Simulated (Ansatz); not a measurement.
The same path of BrClH2Si + H2O (8 atoms, charge 0, multiplicity 1) was run 3 times with different band settings. Lost on the way: Si1–Br2, H6–O7. Made: Si1–O7, Br2–H6.

These are results of RKS PBE0/def2-SVP (Ansatz), not measurements.

Relaxed end points:

```xyz
8
Properties=species:S:1:pos:R:3
Si 0.041 -0.370 -1.140
Br 2.111 -0.172 -0.342
H 0.196 -0.656 -2.589
H -0.698 -1.434 -0.430
Cl -0.951 1.442 -1.014
H 0.502 0.191 2.013
O -0.442 0.059 1.868
H -0.758 0.940 1.635
```

```xyz
8
Properties=species:S:1:pos:R:3
Si -0.590 -0.075 -0.986
Br 1.956 -1.023 2.635
H -0.230 0.555 -2.283
H -0.294 -1.524 -0.932
Cl -2.607 0.235 -0.697
H 1.222 -0.318 1.615
O 0.290 0.598 0.261
H 0.253 1.552 0.388
```

Common settings: movable images 5; climbing image yes; optimiser quadratic models (default); start path through a guess of the saddle point; force threshold 0.03 eV/Å; iteration limit 60; end points relaxed.

| run | spring |
| --- | --- |
| 1 | 5.0 eV/Å² |
| 2 | 0.5 eV/Å² |
| 3 | 0.1 eV/Å² |

Task: What does each run give, and how far can it be trusted?

Result: Run 1: converged after 29 iterations, highest image 0.496 eV above the first end. A vibrational analysis at the climbing image gives one clearly imaginary mode, 87i cm⁻¹: a first-order saddle point.
Run 2: converged after 15 iterations, highest image 0.543 eV above the first end. The order of the stationary point at the top wasn't checked.
Run 3: converged after 35 iterations, highest image 0.543 eV above the first end. The order of the stationary point at the top wasn't checked.
The orbitals stay closed-shell, which can raise the energy where a bond breaks towards radicals; this wasn't checked here.
